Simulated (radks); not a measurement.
Species: Tl II. Configuration: [Hg] (the NIST ground configuration).

All-electron calculation, scalar-relativistic Kohn-Sham, PBEsol, spin-polarised, spherical densities, finite nucleus; Fermi nuclear charge, rms radius 5.4759 fm; hard spherical wall at 3 bohr. Program: a radial shooting solver on a logarithmic mesh with Libxc functionals.

Energy parts (eV):
total: -550589.44
kinetic: 619909.86
electron-nucleus: -1373420.16
Hartree: 213079.87
exchange-correlation: -10159.01

Orbitals (lengths in bohr, moments of r in powers of bohr; <r^-3> diverges for s and p1/2; r(max) is where P^2 peaks):
| orbital | occ. | eigenvalue (eV) | <r^2> | <r^-3> | r(max) | <r^4> |
|---|---|---|---|---|---|---|
| 1s | 2 | -85546.23 | 0.0003692 | - | 0.01004 | 3.762e-07 |
| 2s | 2 | -15229.27 | 0.005609 | - | 0.05817 | 0.00005457 |
| 2p | 6 | -13104.87 | 0.004756 | 28130 | 0.04833 | 0.00004490 |
| 3s | 2 | -3631.689 | 0.03610 | - | 0.1640 | 0.001963 |
| 3p | 6 | -3019.920 | 0.03729 | 6493 | 0.1638 | 0.002178 |
| 3d | 10 | -2384.296 | 0.03089 | 795.0 | 0.1334 | 0.001672 |
| 4s | 2 | -806.9196 | 0.1733 | - | 0.3690 | 0.04327 |
| 4p | 6 | -606.2977 | 0.1983 | 1586 | 0.3891 | 0.05806 |
| 4d | 10 | -370.7240 | 0.2236 | 171.0 | 0.3955 | 0.07890 |
| 4f | 14 | -110.0196 | 0.2640 | 34.10 | 0.3579 | 0.1392 |
| 5s | 2 | -127.7709 | 0.8702 | - | 0.8088 | 1.098 |
| 5p | 6 | -73.4360 | 1.163 | 280.6 | 0.9071 | 2.017 |
| 5d | 10 | -13.1887 | 1.954 | 18.88 | 1.125 | 5.589 |
| 5f | 0 | 34.3948 | 3.376 | 1.848 | 1.832 | 14.18 |
| 6s | 2 | -0.6374 | 3.467 | - | 1.843 | 14.79 |
| 6p | 0 | 17.0204 | 3.769 | 94.35 | 2.011 | 17.48 |
| 7s | 0 | 83.9786 | 3.807 | - | 2.423 | 20.19 |

The highest occupied level is 6s at -0.637 eV. The pressure on the wall is 670 GPa. Summed over all electrons, <r^2> = 43.30 bohr^2, which gives a Langevin (diamagnetic) susceptibility term of -34.3 x 10^-6 cm^3/mol. The electron density at the nucleus is 2.717e+06 e/bohr^3 (large components only).
